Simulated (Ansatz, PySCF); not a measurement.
This PySCF input computes a SVWN5/def2-TZVPD energy:

```python
from pyscf import gto, scf, dft

mol = gto.M(
    atom='''
    Al   -0.00000000   -0.00000000   -0.58860116
    O    -0.00000000   -0.00000000   -2.18527441
    Cl    0.00000000    0.00000000    1.47847120
    ''',
    basis='def2-tzvpd',
    charge=0,
    spin=0,
    verbose=4,
)

mf = dft.RKS(mol, xc='svwn').density_fit(auxbasis='def2-universal-jkfit')
mf.grids.level = 3
mf.conv_tol = 1e-9
mf.max_cycle = 100
mf.max_memory = 1500
mf.kernel()
if not mf.converged:
    mf = mf.newton()
    mf.kernel(mf.make_rdm1())
mf.analyze()
```

Problem. Write an input for the same energy in Ansatz (a first-principles code) and say what it gives.

Solution. 
Ansatz 0.2 input:
```yaml
crystal:
  periodic: [false, false, false]
  atoms:
    - {symbol: Al, position_ang: [-0.00000000, -0.00000000, -0.58860116]}
    - {symbol: O, position_ang: [-0.00000000, -0.00000000, -2.18527441]}
    - {symbol: Cl, position_ang: [0.00000000, 0.00000000, 1.47847120]}
basis:
  gaussian:
    orbitals: def2-TZVPD
hamiltonian:
  xc: {name: SVWN5}
output: {forces: true}
```
It gives -774.91293 Eh, and PySCF -774.91296 Eh, a difference of 0.03 mEh, from the treatment of integrals and grids.
